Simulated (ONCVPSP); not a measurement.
niobium (Nb): one change to an ONCV potential, before and after

```
Element                 : Nb
Generator               : ONCVPSP 4.0.1
Type                    : optimised norm-conserving Vanderbilt (ONCV)
Functional              : revPBE
Relativity              : fully relativistic
Frozen core             : [Ar] 3d10
Valence charge          : 13
Reference configuration : 4s2 4p6 4d4 5s0.5 (charge +0.5)
Partial waves           : 4s+5s: rc 1.65 bohr, ncon 4, nbas 7, qcut 9 1/bohr, 2 projectors; 4p: rc 2.10 bohr, ncon 3, nbas 8, qcut 7.4 1/bohr, 2 projectors, debl 3.2 Ha; 4d: rc 1.70 bohr, ncon 3, nbas 8, qcut 5.3 1/bohr, 2 projectors, debl 1.3 Ha; f scattering state at 0.03 Ha: rc 2.15 bohr, ncon 3, nbas 6, qcut 4.9 1/bohr, 2 projectors, debl 0.9 Ha
Local potential         : polynomial inside 1.35 bohr (lpopt 5, dvloc0 3 Ha)
Core correction         : Teter function, fcfact 2.5, rcfact 1.5
```

Open shells are filled in proportion to 2j + 1.

Change: s: rc 2.34.

Cutoffs: the cutoffs (Ha) at which the residual kinetic energy of the hardest occupied pseudo-wave falls to 1 and 0.1 mHa per electron; they do not see the model core or the augmentation charge, which bear on the density cutoff. Errors are all-electron minus pseudo energies relative to the spin-unpolarised reference configuration.

What does the change do?

The potential gets softer (24 Ha and 79 Ha → 15 Ha and 79 Ha); of the 4 tests that both files solve, the error grows in 1 and shrinks in 0 by more than 15 % and 0.3 meV (median size 1.3 → 1.6 meV); neither file shows a bound ghost. A larger radius leaves more room for a smooth pseudo-wave, so fewer plane waves are needed.

```tsv
quantity	base	changed
cutoff, loose	24 Ha	15 Ha
cutoff, tight	79 Ha	79 Ha
loose cutoff by channel	s 24 Ha, p 12 Ha, d 15 Ha	s 14 Ha, p 12 Ha, d 15 Ha
bound ghosts	none	none
GHOST(+) flags under 300 eV	none	none
error for 4s2 4p6 4d4 5s1, meV [ΔE -2.59 eV]	0.0	-0.3
error for 4s2 4p6 4d4 5s0, meV [ΔE 3.93 eV]	-0.2	-0.4
error for 4s2 4p6 4d3 5s0, meV [ΔE 17.89 eV]	-3.1	-2.8
error for 4s2 4p6 4d2 5s0, meV [ΔE 42.53 eV]	+2.3	+3.3
p3/2: phases at 2.13 bohr within 0.05 rad from the reference energy up to (Ha; the scan ends near 5)	to the end of the scan	to the end of the scan
p1/2: phases at 2.13 bohr within 0.05 rad from the reference energy up to (Ha; the scan ends near 5)	to the end of the scan	to the end of the scan
d5/2: phases at 1.73 bohr within 0.05 rad from the reference energy up to (Ha; the scan ends near 5)	3.9	3.9
d3/2: phases at 1.73 bohr within 0.05 rad from the reference energy up to (Ha; the scan ends near 5)	4.0	4.0
f7/2: phases at 2.18 bohr within 0.05 rad from the reference energy up to (Ha; the scan ends near 5)	to the end of the scan	to the end of the scan
f5/2: phases at 2.18 bohr within 0.05 rad from the reference energy up to (Ha; the scan ends near 5)	to the end of the scan	to the end of the scan
rms error of d²Exc/dni dnj with the model core, mHa	4.08	3.78
```
